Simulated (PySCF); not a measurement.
C₂H₆S, charge +1, doublet, at a GFN2-xTB geometry (a state made from the parent by changing its charge; the spin is typed, not shown lowest); HF/STO-3G (PySCF).

Here is a job for PySCF.
```python
from pyscf import gto, scf

mol = gto.M(
    atom='''
C     1.280893    0.211694    0.683356
S     0.014998    0.283227   -0.566551
C    -1.303907   -0.646300    0.186007
H     1.542266   -0.823657    0.904808
H     2.157716    0.740657    0.316898
H     0.932316    0.678877    1.605392
H    -0.984868   -1.671282    0.379763
H    -2.153038   -0.652327   -0.493589
H    -1.596275   -0.196255    1.135370
''',
    basis='sto-3g',
    charge=1,
    spin=1,
    verbose=4,
)

mf = scf.UHF(mol)
mf.kernel()
mo_i, mo_e, stable_i, stable_e = mf.stability(internal=True, external=True, return_status=True, nroots=6, tol=1e-6)
print('internally stable:', stable_i, ' externally stable:', stable_e)
if not stable_i:
    umf = mf.copy()
    umf.scf_summary = {}
    umf.kernel(umf.make_rdm1(mo_i, mf.mo_occ))
```

Write the output that PySCF gives for this input, abridged.


```
PySCF version 2.14.0

[INPUT] verbose = 4
[INPUT] num. atoms = 9
[INPUT] num. electrons = 33
[INPUT] charge = 1
[INPUT] spin (= nelec alpha-beta = 2S) = 1
[INPUT] symmetry False subgroup None
[INPUT] Mole.unit = angstrom
[INPUT] Symbol           X                Y                Z      unit          X                Y                Z       unit  Magmom
[INPUT]  1 C      1.280893000000   0.211694000000   0.683356000000 AA    2.420536964873   0.400043682214   1.291355685578 Bohr   0.0
[INPUT]  2 S      0.014998000000   0.283227000000  -0.566551000000 AA    0.028342112416   0.535221461082  -1.070626225598 Bohr   0.0
[INPUT]  3 C     -1.303907000000  -0.646300000000   0.186007000000 AA   -2.464027121903  -1.221329994306   0.351502287252 Bohr   0.0
[INPUT]  4 H      1.542266000000  -0.823657000000   0.904808000000 AA    2.914460351228  -1.556486150581   1.709839315315 Bohr   0.0
[INPUT]  5 H      2.157716000000   0.740657000000   0.316898000000 AA    4.077492294592   1.399638882242   0.598850429422 Bohr   0.0
[INPUT]  6 H      0.932316000000   0.678877000000   1.605392000000 AA    1.761821901550   1.282891602266   3.033751202568 Bohr   0.0
[INPUT]  7 H     -0.984868000000  -1.671282000000   0.379763000000 AA   -1.861130788848  -3.158265256915   0.717648062243 Bohr   0.0
[INPUT]  8 H     -2.153038000000  -0.652327000000  -0.493589000000 AA   -4.068652155781  -1.232719373659  -0.932748028098 Bohr   0.0
[INPUT]  9 H     -1.596275000000  -0.196255000000   1.135370000000 AA   -3.016522569490  -0.370868200577   2.145538350047 Bohr   0.0

nuclear repulsion = 111.919610008954
number of shells = 17
number of NR pGTOs = 75
number of NR cGTOs = 25
basis = sto-3g
ecp = {}

******** <class 'pyscf.scf.uhf.UHF'> ********
method = UHF
initial guess = minao
damping factor = 0
level_shift factor = 0
DIIS = <class 'pyscf.scf.diis.CDIIS'>
diis_start_cycle = 1
diis_space = 8
diis_damp = 0
SCF conv_tol = 1e-09
SCF conv_tol_grad = None
SCF max_cycles = 50
direct_scf = True
direct_scf_tol = 1e-13
number electrons alpha = 17  beta = 16
Set gradient conv threshold to 3.16228e-05
init E= -471.47136865901

cycle= 1 E= -471.243357405569  delta_E= 0.228  |g|= 0.18  |ddm|= 2.46
cycle= 2 E= -471.276492961632  delta_E= -0.0331  |g|= 0.0643  |ddm|= 0.312
cycle= 3 E= -471.281105448886  delta_E= -0.00461  |g|= 0.024  |ddm|= 0.113
cycle= 4 E= -471.282316705834  delta_E= -0.00121  |g|= 0.0069  |ddm|= 0.067
cycle= 5 E= -471.282431367328  delta_E= -0.000115  |g|= 0.00301  |ddm|= 0.0232
cycle= 6 E= -471.282458235616  delta_E= -2.69e-05  |g|= 0.0011  |ddm|= 0.015
cycle= 7 E= -471.282461739154  delta_E= -3.5e-06  |g|= 0.000316  |ddm|= 0.00581
cycle= 8 E= -471.282461942364  delta_E= -2.03e-07  |g|= 0.000152  |ddm|= 0.00115
cycle= 9 E= -471.282461994957  delta_E= -5.26e-08  |g|= 2.57e-05  |ddm|= 0.00064
cycle= 10 E= -471.282461996251  delta_E= -1.29e-09  |g|= 3.75e-06  |ddm|= 0.000103
cycle= 11 E= -471.282461996272  delta_E= -2.15e-11  |g|= 1.3e-06  |ddm|= 9.64e-06
Extra cycle  E= -471.282461996275  delta_E= -2.5e-12  |g|= 7.22e-07  |ddm|= 2.17e-06
converged SCF energy = -471.282461996275  <S^2> = 0.75835853  2S+1 = 2.0083411
uhf_internal: lowest eigs of H = [0.22209013 0.4578937  0.54992367 0.58601525 0.71762612 0.74257831]
<class 'pyscf.scf.uhf.UHF'> wavefunction is stable in the internal stability analysis
uhf_real2complex: lowest eigs of H = [0.11223788 0.23489799 0.37768856 0.38532772 0.40809654 0.41146968]
<class 'pyscf.scf.uhf.UHF'> wavefunction is stable in the real -> complex stability analysis
uhf_external: lowest eigs of H = [4.00037487e-08 1.07122224e-01 2.18443314e-01 2.75970248e-01
 2.90899957e-01 3.63389323e-01]
<class 'pyscf.scf.uhf.UHF'> wavefunction is stable in the UHF/UKS -> GHF/GKS stability analysis
internally stable: True  externally stable: True
```
